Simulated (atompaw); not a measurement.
Reading a pseudo-wave (Bi (Z = 83))

Columns: radius, all-electron u(r) and pseudo u(r) of the 6p shell (level -5.24 eV) of bismuth in the configuration [Xe] 4f14 5d10 6s1 6p4; PBE, scalar-relativistic, PAW (atompaw) scheme, atompaw 4.2.0.5.

```
r (bohr)  all-electron  pseudo
   0.100       -0.1046  0.0027
   0.200        0.0129  0.0108
   0.300        0.1866  0.0241
   0.400        0.1104  0.0424
   0.500       -0.0674  0.0656
   0.600       -0.2161  0.0933
   0.700       -0.2901  0.1249
   0.800       -0.2907  0.1602
   0.900       -0.2368  0.1984
   1.000       -0.1490  0.2390
   1.100       -0.0447  0.2813
   1.200        0.0636  0.3245
   1.300        0.1681  0.3678
   1.400        0.2639  0.4105
   1.500        0.3486  0.4516
   1.600        0.4216  0.4905
   1.700        0.4826  0.5263
   1.800        0.5325  0.5584
   1.900        0.5720  0.5862
   2.000        0.6022  0.6093
   2.100        0.6243  0.6273
   2.200        0.6391  0.6402
   2.300        0.6477  0.6480
   2.400        0.6509  0.6509
   2.500        0.6495  0.6495
   2.600        0.6442  0.6442
```

**Question.** How many radial nodes do the two functions have?

**Answer.** The all-electron 6p function has n − l − 1 = 4 (the table is too coarse to show those close to the nucleus); the pseudo-wave has 0, since the states of the same l below it are removed with the core.

**Question.** Is the pseudo-wave norm-conserving?

**Answer.** No, it belongs to a PAW set: the norm inside the radius is not constrained, and the difference is carried by the augmentation charge.
